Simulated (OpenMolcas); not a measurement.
**O3+, S3+, Se3+, Te3+: ns2 np down the group**

```json
{
  "Program": "OpenMolcas",
  "Method": "MS-CASPT2, IPEA 0.25 Eh, imaginary shift 0.1 Eh",
  "Basis": "ANO-RCC-VTZP",
  "Scalar Hamiltonian": "DKH2, point nucleus",
  "Spin-orbit coupling": "RASSI with atomic mean-field integrals over the reference wave functions, term energies averaged over their components"
}
```

Active space for each ion: 3 electrons in 8 orbitals (s p s p); closed shells correlated by CASPT2: O3+ 1s; S3+ 2s 2p; Se3+ 3d; Te3+ 4d.

Computed levels in cm-1 above 2P* 1/2:

```csv
Level,O3+,S3+,Se3+,Te3+
2P* 3/2,377,839,3950,8030
weight of 2P* in the lowest level (%),100,100,100,100
```

Measured, with the error of the calculation in %. Measured levels: O3+ from Moore, Selected Tables of Atomic Spectra, NSRDS-NBS 3, section 10; S3+ from NIST levels in Podobedova, Kelleher and Wiese, J. Phys. Chem. Ref. Data 38, 171 (2009); Se3+ from Moore, Atomic Energy Levels, vol. II, NSRDS-NBS 35 (1971 reprint of NBS Circular 467, 1952); Te3+ from Moore, Atomic Energy Levels, vol. III, NSRDS-NBS 35 (1971 reprint of NBS Circular 467, 1958).

```
  Level         O3+          S3+         Se3+          Te3+
2P* 3/2  386 (-2.3)  951 (-11.8)  4376 (-9.7)  9223 (-12.9)
```

The fine-structure level 2P* 3/2 changes by a factor of 21.3 from O3+ to Te3+.

Over all roots computed the reference weight is 0.88 to 0.99 in S3+, 0.88 to 0.99 in Se3+, 0.85 to 0.95 in Te3+; the roots of lowest weight are the least certain, and an intruder state may touch them. Active for correlation alone: 3p 3s; no level in the range computed is led by a configuration that fills them, so any true level of that kind is missing (holds for O3+). Active for correlation alone: 4p 4s; no level in the range computed is led by a configuration that fills them, so any true level of that kind is missing (holds for S3+). The run also gave levels led by 4s2 5p, which use shells meant for correlation; these and all levels above them are left out (holds for Se3+). Active for correlation alone: 6p 6s; no level in the range computed is led by a configuration that fills them, so any true level of that kind is missing (holds for Te3+). Computed and measured levels are paired by configuration, term and J; levels that our copy of the source lacks, or whose pairing is in doubt (as where it misses far off the trend of its configuration), stay unpaired and out of the deviations. Only configurations of the active space appear.

* marks odd parity.
